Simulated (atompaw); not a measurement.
## sulfur: one change to a PAW (atompaw) potential, before and after

```
Element                 : sulfur
Generator               : atompaw 4.2.0.5
Type                    : PAW
Functional              : PBE
Relativity              : non-relativistic
Frozen core             : [Ne]
Valence charge          : 6
Reference configuration : 3s2 3p4
Partial waves           : 3s (bound): rc 1.55 bohr; 3s channel at -0.95 Ry: rc 1.55 bohr; 3p (bound): rc 1.55 bohr; 3p channel at 0.15 Ry: rc 1.45 bohr; 3d channel at -0.15 Ry: rc 1.55 bohr
Local potential         : vpsmatchnc scheme with l = 3 at 1 Ry, radius 1.40 bohr
Core correction         : smooth core density matched at 0.90 bohr
Augmentation charge     : sinc compensation charge, radius 1.30 bohr; PAW radius 1.55 bohr; waves and projectors: custom rrkj gramschmidtortho
```

Change: augmentation sinc compensation charge, radius 1.30 bohr; PAW radius 1.55 bohr; waves and projectors: custom polynom vanderbiltortho.

Cutoffs: the cutoffs (Ry, on a coarse ladder) from which the occupation-weighted sum of valence levels, in a spherical-Bessel basis at the reference potential, stays within 10 and 1 mRy of its value at 400 Ry; they do not see the model core or the augmentation charge, which bear on the density cutoff.

Q: What does the change do?

A: The potential gets neither clearly harder nor softer (18 Ry and 30 Ry → 15 Ry and 35 Ry); a bound ghost appears in s, which as a rule spoils a file; the range in which the d phases agree narrows (upper end at the end of the scan → 1.2).

```csv
quantity,base,changed
"cutoff, loose",18 Ry,15 Ry
"cutoff, tight",30 Ry,35 Ry
loose cutoff by channel (10 mRy a level),"s 6 Ry, p 15 Ry","s 6 Ry, p 10 Ry"
bound ghosts,none,s
s: phases at 1.55 bohr within 0.05 rad from the reference energy up to (Ry; the scan ends near 5),4.8,to the end of the scan
p: phases at 1.55 bohr within 0.05 rad from the reference energy up to (Ry; the scan ends near 5),to the end of the scan,to the end of the scan
d: phases at 1.55 bohr within 0.05 rad from the reference energy up to (Ry; the scan ends near 5),to the end of the scan,1.2
lowest overlap eigenvalue by channel,"s 0.36, p 0.75, d 1.00","s 0.09, p 0.91, d 1.00"
```

 A true bound ghost makes a file unfit for plane-wave use even where its test errors are small: the radial tests pick states by their node count and pass the ghost by. The cutoffs see the waves, projectors and local potential, not the compensation charge or the core.
